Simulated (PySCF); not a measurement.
Ligand exchange on a metal centre used in film growth or etching (Cd NH2-H). Gas-phase values, no solvent. One relaxed conformer stands for each flexible species; it need not be the lowest.

The HOMO–LUMO gap from two functionals at the same geometries (r2SCAN-D4/def2-SVP), both in PySCF: PBE-D3(BJ)/def2-TZVP and B3LYP-D3(BJ)/def2-TZVP. B3LYP has the VWN-RPA correlation part, as in Gaussian. 

```json
[
 {"species": "0 of 2 NH2 replaced by H ([Cd(NH2)2])", "B3LYP-D3(BJ)/def2-TZVP (eV)": "5.51"},
 {"species": "1 of 2 NH2 replaced by H ([Cd(NH2)(H)])", "B3LYP-D3(BJ)/def2-TZVP (eV)": "5.67"},
 {"species": "2 of 2 NH2 replaced by H ([Cd(H)2])", "B3LYP-D3(BJ)/def2-TZVP (eV)": "6.65"}
]
```

Task: What does PBE-D3(BJ)/def2-TZVP give for each?

Result: 
- 0 of 2 NH2 replaced by H ([Cd(NH2)2]): 3.96
- 1 of 2 NH2 replaced by H ([Cd(NH2)(H)]): 4.21
- 2 of 2 NH2 replaced by H ([Cd(H)2]): 5.30
Over these rows, drawn at random from the members with no instability flagged (it was tested for open shells, ions and some series alone), PBE minus B3LYP-D3(BJ): mean -1.45 eV, from -1.55 eV to -1.35 eV.
